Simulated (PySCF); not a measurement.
**Dipole response of C³⁺ (carbon, charge +3)**

[He] 2s1, 2S determinant. Calculation: PySCF 2.14, in aug-cc-pVTZ with one added diffuse shell each of s, p, d, f type (6s5p4d3f, 62 functions); no relativity, point nucleus. Coupled (time-dependent) response in atomic units; α is the mean over directions.

| method | mean α (bohr³) | C₆ (like pair) | S(−4) |
| --- | --- | --- | --- |
| UHF | 3.479 | 2.891 | 37.79 |
| PBE | 3.088 | 2.439 | 29.66 |
| PBE0 | 3.180 | 2.544 | 31.46 |
| BLYP | 3.037 | 2.369 | 28.99 |
| wB97M-V | 2.931 | 2.213 | 27.89 |

S(−4) is the Cauchy moment in α(ω) = α(0) + S(−4) ω² + …

α(iu) at UHF:

```json
{"u (hartree)": "0", "α(iu) (bohr³)": "3.479"}
{"u (hartree)": "0.0500", "α(iu) (bohr³)": "3.387"}
{"u (hartree)": "0.100", "α(iu) (bohr³)": "3.140"}
{"u (hartree)": "0.200", "α(iu) (bohr³)": "2.439"}
{"u (hartree)": "0.300", "α(iu) (bohr³)": "1.795"}
{"u (hartree)": "0.500", "α(iu) (bohr³)": "1.010"}
{"u (hartree)": "0.750", "α(iu) (bohr³)": "0.5821"}
{"u (hartree)": "1.00", "α(iu) (bohr³)": "0.3881"}
{"u (hartree)": "1.50", "α(iu) (bohr³)": "0.2193"}
{"u (hartree)": "2.00", "α(iu) (bohr³)": "0.1459"}
{"u (hartree)": "3.00", "α(iu) (bohr³)": "0.08057"}
{"u (hartree)": "5.00", "α(iu) (bohr³)": "0.03690"}
```

A single London oscillator, α(iu) = α/(1 + u²/ω²), gives C₆ = (3/4) ω α². Matching the computed C₆ needs ω = 4 × 2.891 / (3 × 3.479²) = 0.318 hartree.

For an ion, C₆ is the dispersion term alone; charge-induced terms of lower order in 1/R come first.
